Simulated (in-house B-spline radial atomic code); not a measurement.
# RPA and G0W0 on BHandHLYP: Zn²⁺

Configuration [Ar] 3d10, mean-field start BHandHLYP. Computed with a B-spline radial code for spherical atoms: all electrons, scalar-relativistic (spin-free one-electron X2C), finite nucleus, each spin shell either full or empty, empty states to l = 9 with an (l + 1/2)⁻⁴ tail; G0W0 by contour deformation at full frequency.

Command:
```bash
python run_gw.py task.json out
```
Settings (radii: box in bohr, nucleus in fm):
```
Z                        30
electrons                28
configuration            [Ar] 3d10
hamiltonian              x2c
method                   bhandhlyp
lmax                     9
rms_radius               3.9283
spin_polarised           False
box_radius               17.55
intervals                70
```

Run time, properties included: 3.3 s on 1 thread of Arm Neoverse N1 (shared host).

Energies (hartree):

```json
{"term": "mean-field total", "value": "-1794.91159"}
{"term": "Hartree-Fock functional on these orbitals", "value": "-1793.40179"}
{"term": "direct second order", "value": "-2.4507"}
{"term": "second-order exchange", "value": "0.70422"}
{"term": "SOSEX correction", "value": "0.63745"}
```

Q: What is the RPA correlation energy, and what remains with SOSEX?

A: RPA gives -2.0553 hartree (-2 eV per electron); RPA + SOSEX gives -1.4178, and the second-order doubles -1.7465 hartree (no singles). RPA lacks exchange-type terms and so overcorrelates at short range.

Quasi-particle levels (eV):

```csv
level,occupied,mean field,Σx - vxc,Σc,QP weight,G0W0
3d,yes,-36.62,-5.52,?,?,?
4s,no,-20.380,3.60,-1.25,0.982,-18.033
```

G0W0 = mean field + (Σx - vxc) + Σc, with Σc (partial-wave tail included) taken at the quasi-particle energy. Only the outer levels were computed. Levels of low weight are left out.

Q: Where does G0W0 put 3d?

A: At -40.06 eV, with Σc = 2.08 eV and a quasi-particle weight of 0.923. The tabulated removal energy is 39.723 eV (NIST, measured); the calculation leaves out spin-orbit coupling, Breit and QED terms, and what these don't explain is the method's own error.
